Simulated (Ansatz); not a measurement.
One change: `[NH]=[Mo](=[NH])([NH2])[NH2]` becomes `[NH]=[Mo](=[NH])([NH2])[Cl]`.

Ansatz, PBE0-D4/def2-TZVP geometries, multiplicity 1. Each molecule was computed in one conformer, which needn't be the lowest.

Elements past krypton have def2 core potentials.

| property | `[NH]=[Mo](=[NH])([NH2])[NH2]` |
| --- | --- |
| HOMO–LUMO gap (PBE/def2-TZVPP) / eV | 3.75 |
| size of the dipole moment (B3LYP/def2-TZVPP) / D | 0.15 |
| LUMO energy (PBE/def2-TZVPP) / eV | -1.60 |
| HOMO–LUMO gap (PBE0/def2-TZVPP) / eV | 5.84 |
| LUMO energy (PBE0/def2-TZVPP) / eV | -0.78 |
| LUMO energy (B3LYP/def2-TZVPP) / eV | -1.01 |

Task: Give the same properties after the change, and the shifts. (An estimate is asked.)

Result: Computed: 
```csv
property,`[NH]=[Mo](=[NH])([NH2])[Cl]`,shift
HOMO–LUMO gap (PBE/def2-TZVPP) / eV,4.05,0.30
size of the dipole moment (B3LYP/def2-TZVPP) / D,3.57,3.42
LUMO energy (PBE/def2-TZVPP) / eV,-2.35,-0.75
HOMO–LUMO gap (PBE0/def2-TZVPP) / eV,6.06,0.22
LUMO energy (PBE0/def2-TZVPP) / eV,-1.62,-0.84
LUMO energy (B3LYP/def2-TZVPP) / eV,-1.83,-0.82
```

With PBE0 the HOMO falls by 1.05 eV and the LUMO falls by 0.84 eV, so the gap widens by about 0.21 eV. PBE moves the HOMO by -1.05 eV and ωB97M-V by -1.04 eV. The zero-point energy changes by -61.4 kJ/mol with -6 modes. Dipoles are sizes alone; their direction can turn.

B3LYP here is the variant with VWN-RPA as its local correlation; programs differ in this.
